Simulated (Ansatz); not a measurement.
`Cl[SiH2][SeH]` + `[NH2][GaH2]` → `[NH2][GaH][SeH]` + `[SiH3]Cl` at 400 K and 1 bar (formal exchange of groups at the Se–Si bond).

Computed with Ansatz on PBE0-D4/def2-TZVP structures; ΔE is electronic, products minus reactants. CCSD(T)/CBS is the MP2 limit (def2-TZVPP, def2-QZVPP) plus CCSD(T) − MP2 in def2-TZVPP, frozen cores. This one scheme is used for every species. For Ga, Se outer-core shells are correlated without core-valence functions, which leaves a few kJ/mol of doubt a bond. Scalar relativity is left out up to krypton. One conformer a species, not always the lowest.

```
          species  CCSD(T)/CBS energy (Eh)  H − E (kJ/mol)  S (J/(mol·K))
  `Cl[SiH2][SeH]`              -3151.43476            95.3          349.9
    `[NH2][GaH2]`              -1981.05479           122.4          284.4
`[NH2][GaH][SeH]`              -4381.81164           134.5          361.8
       `[SiH3]Cl`               -750.69636            85.8          267.3
```

H − E and S are ideal-gas, rigid-rotor, harmonic terms from PBE0-D4/def2-TZVP, for one conformer and one mirror image of each species. 1 Eh = 2625.50 kJ/mol, R = 8.31446 J/(mol·K).

Question: By hand: ΔE, ΔH, ΔS and ΔG.

Answer: ΔE = (-4381.81164) + (-750.69636) − (-3151.43476) − (-1981.05479) = -0.01845 Eh = -48.4 kJ/mol. Δ(H − E) = 134.5 + 85.8 − 95.3 − 122.4 = 2.6, so ΔH = -45.8 kJ/mol. ΔS = 361.8 + 267.3 − 349.9 − 284.4 = -5.2 J/(mol·K). ΔG = -45.8 − 400 × (-5.2)/1000 = -43.7 kJ/mol.

Question: By hand: the equilibrium constant, and the temperature at which ΔG would vanish if ΔH and ΔS stayed fixed.

Answer: log₁₀ K = −ΔG/(RT ln 10) = 5.7. ΔG = 0 at ΔH/ΔS = 8808 K, far beyond where these terms or the molecules hold.

The number of gas molecules stays the same, so ΔS is small and ΔH decides. A doubt of 5 kJ/mol in ΔE shifts log₁₀ K by 0.7 here. Other conformers and mirror images would add mixing entropy, several J/(mol·K) or more a flexible species. These are equilibria of isolated gas molecules and say nothing of rates. Largest T1 diagnostic: 0.014 (customary marks: 0.02 for closed shells, 0.045 for open ones).
